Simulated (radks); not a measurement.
Values are calculated unless marked as measured or tabulated.
Q: All-electron atom: Nd+ in [Xe] 4f4 5d1 (not the ground configuration). Level of theory: scalar-relativistic Kohn-Sham, r2SCAN, spin-polarised, spherical densities, finite nucleus; open shells are filled with parallel spins first (spin-orbit coupling, left out, can overturn this in heavy ions); meta-GGA in the generalised Kohn-Sham scheme; Fermi nuclear charge, rms radius 4.9123 fm (a radial shooting solver on a logarithmic mesh with Libxc functionals). Some entries of the table are withheld. Estimate them.

orbital,occ.,eigenvalue (Ry),<r^2> (bohr^2),r(max) (bohr)
1s down,1,-3195.071,0.0007602,0.01510
1s up,1,-3195.070,0.0007602,0.01510
2s up,1,-518.4680,0.01203,0.08545
2s down,1,-518.4671,0.01203,0.08545
2p up,3,-463.2665,0.009628,0.06893
2p down,3,-463.2656,0.009628,0.06893
3s up,1,-113.2807,0.08081,0.2434
3s down,1,-113.1841,0.08072,0.2434
3p up,3,-95.77442,0.08095,0.2385
3p down,3,-95.67723,0.08083,0.2385
3d up,5,-71.49177,0.06886,0.1964
3d down,5,-71.41411,0.06872,0.1963
4s up,1,-23.10109,0.4167,0.5655
4s down,1,-22.82693,0.4162,0.5652
4p up,3,-17.33947,0.4706,0.5901
4p down,3,-17.05971,0.4701,0.5896
4d up,5,-9.12029,0.5809,0.6190
4d down,5,-8.83208,0.5813,0.6183
5s up,1,-3.41590,(1),1.321
5s down,1,-3.23528,(2),1.332
5p up,3,-2.03158,3.393,1.498
5p down,3,-1.88029,3.481,1.513
4f up,4,-0.48160,1.714,0.6619
5d up,1,-0.46302,10.42,2.177
4f down,0,-0.21481,2.130,0.6636

A: 
(1) 5s up <r^2> (bohr^2): 2.457
(2) 5s down <r^2> (bohr^2): 2.528
